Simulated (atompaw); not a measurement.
**zinc (Zn): one change to a PAW (atompaw) potential, before and after**

- Element: zinc
- Generator: atompaw 4.2.0.5
- Type: PAW
- Functional: PBE
- Relativity: scalar-relativistic
- Frozen core: [Ar]
- Valence charge: 12
- Reference configuration: 3d10 4s1.75 4p0.25
- Partial waves: 4s (bound): rc 1.65 bohr; 4s channel at 0.6 Ry: rc 1.65 bohr; 4p (bound): rc 2.60 bohr; 4p channel at 0.65 Ry: rc 2.60 bohr; 3d (bound): rc 1.15 bohr; 3d channel at 0.15 Ry: rc 1.15 bohr
- Local potential: troulliermartins scheme with l = 3 at 0.5 Ry, radius 2.40 bohr
- Core correction: smooth core density matched at 1.95 bohr
- Augmentation charge: sinc compensation charge, radius 2.00 bohr; PAW radius 2.60 bohr; waves and projectors: custom rrkj vanderbiltortho

Change: waves 4s (bound); 4s channel at 0.6 Ry; 4p (bound); 4p channel at 0.65 Ry; 3d (bound); 3d channel at 0.15 Ry; augmentation sinc compensation charge, radius 2.00 bohr; PAW radius 2.60 bohr; waves and projectors: bloechl.

Cutoffs: the cutoffs (Ry, on a coarse ladder) from which the occupation-weighted sum of valence levels, in a spherical-Bessel basis at the reference potential, stays within 10 and 1 mRy of its value at 400 Ry; they do not see the model core or the augmentation charge, which bear on the density cutoff.

**Question.** What does the change do?

**Answer.** The potential gets softer (110 Ry and 180 Ry → 30 Ry and 40 Ry); the bound ghost in s disappears; the range in which the p phases agree narrows (upper end 4.0 → 0.8); the range in which the d phases agree narrows (upper end at the end of the scan → 1.6).

| quantity | base | changed |
| --- | --- | --- |
| cutoff, loose | 110 Ry | 30 Ry |
| cutoff, tight | 180 Ry | 40 Ry |
| loose cutoff by channel (10 mRy a level) | s 6 Ry, p 6 Ry, d 70 Ry | s 6 Ry, p 6 Ry, d 21 Ry |
| bound ghosts | s | none |
| s: phases at 2.62 bohr within 0.05 rad from the reference energy up to (Ry; the scan ends near 5) | 3.7 | 3.0 |
| p: phases at 2.62 bohr within 0.05 rad from the reference energy up to (Ry; the scan ends near 5) | 4.0 | 0.8 |
| d: phases at 2.62 bohr within 0.05 rad from the reference energy up to (Ry; the scan ends near 5) | to the end of the scan | 1.6 |
| lowest overlap eigenvalue by channel | s 0.55, p 0.69, d 0.96 | s 0.02, p 0.01, d 1.00 |

 A true bound ghost makes a file unfit for plane-wave use even where its test errors are small: the radial tests pick states by their node count and pass the ghost by. The cutoffs see the waves, projectors and local potential, not the compensation charge or the core.
